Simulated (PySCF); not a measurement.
Gas-phase thermal properties of GeSe

Energies from PySCF (xtb for GFN2), thermal terms from the rigid-rotor harmonic-oscillator model, ideal gas at 1 bar. 6-31G* has spherical d functions here. All species are closed-shell singlets. B3LYP is the form with VWN-RPA correlation. Ge, Se: all electrons, no relativistic terms. The harmonic model lacks anharmonicity and excited electronic states, which grow with temperature; levels with a mode under 35 cm⁻¹ are left out.

| level | point group | σ | ZPE (kJ/mol) | S°298 (J/mol/K) | Cp298 (J/mol/K) | S°1000 (J/mol/K) | H1000 − H298 (kJ/mol) |
|---|---|---|---|---|---|---|---|
| B3LYP/6-31G* | C∞v | 1 | 2.4 | 247.7 | 35.2 | 291.9 | 25.8 |
| GFN2-xTB | C∞v | 1 | 2.5 | 247.4 | 35.1 | 291.6 | 25.7 |
| HF/6-31G* | C∞v | 1 | 2.7 | 246.8 | 34.8 | 290.7 | 25.6 |
| PBE/def2-SVP | C∞v | 1 | 2.4 | 247.8 | 35.3 | 292.0 | 25.8 |
| PBE0/def2-TZVP | C∞v | 1 | 2.5 | 247.3 | 35.1 | 291.4 | 25.7 |
σ: rotational symmetry number. Electronic degeneracy used: 1. Frequencies are unscaled.
